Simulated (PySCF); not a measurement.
Species: C₆H₇O₃ (doublet state).
Geometry (GFN2-xTB, Å), atoms numbered from 1 in this order:
```
atom  x, y, z in Å
C1     2.4435   -0.3999    0.1576
O2     1.1746   -0.1406    0.7110
C3     0.2602    0.5233   -0.1716
C4    -0.8191    1.1185    0.6653
C5    -2.0292    0.4865    0.7668
C6    -2.2990   -0.6273   -0.0027
O7    -1.4526   -1.0877   -0.9443
C8    -0.2550   -0.5100   -1.1737
O9     0.3956   -0.8734   -2.1207
H10    2.3798   -1.0452   -0.7232
H11    3.0080   -0.9023    0.9404
H12    2.9477    0.5334   -0.1190
H13    0.8139    1.2971   -0.7312
H14   -0.5754    1.9872    1.2519
H15   -2.7909    0.8493    1.4372
H16   -3.2099   -1.2000    0.0446
```

The hyperfine couplings belong to this conformer and change with its torsions.

The species is `CO[C@@H]1[CH]C=COC1=O` [radical].

Level of theory: PySCF, UKS B3LYP, pcH-1 on C H O, non-relativistic, mean-field spin-orbit, GIAO. The structure is a single GFN2-xTB conformer in the gas phase; no vibrational or solvent corrections. The geometry wasn't refined by DFT: couplings that depend on bond lengths, twists or pyramidal angles can differ widely from those at the functional's own minimum. Stability of the SCF solution: not tested.

Problem. Predict the first-order ENDOR lines of H16, H14, H13 and H15 under fast tumbling at B = 349.4 mT (X band).

Solution. For S = 1/2 in fast tumbling each set of equivalent nuclei gives two lines, ν± = |νn ± a/2| to first order, with νn = g_N μN B/h and μN/h = 7.62259 MHz/T.

```
nuclei  isotope     g_N  νn (MHz)  a_iso (MHz)  lower line (MHz)  upper line (MHz)
   H16       1H  5.5857     14.88       -42.81              6.53             36.28
   H14       1H  5.5857     14.88       -38.05              4.15             33.90
   H13       1H  5.5857     14.88        37.21              3.73             33.48
   H15       1H  5.5857     14.88        10.22              9.77             19.98
```

Problem. Which pairs are centred on the nuclear Larmor frequency, and which on half the coupling?

Solution. Centred on νn, since |a| < 2νn: H15. Centred on |a|/2 and split by 2νn: H16, H14 and H13.

Problem. At what field would the lower line of H16 fall to zero frequency?

Solution. Where νn = |a|/2, that is B = 21.40 MHz/(5.5857 × 7.62259 MHz/T) = 503 mT, as far as first order holds there.

The largest Mulliken spin populations are on C4 (+0.59), C6 (+0.58), C5 (-0.23) and O9 (+0.06). The positive populations add up to 1.32 and the negative ones to -0.32, together 2S = 1. The angles at C4 add up to 359.7°, so it is planar.
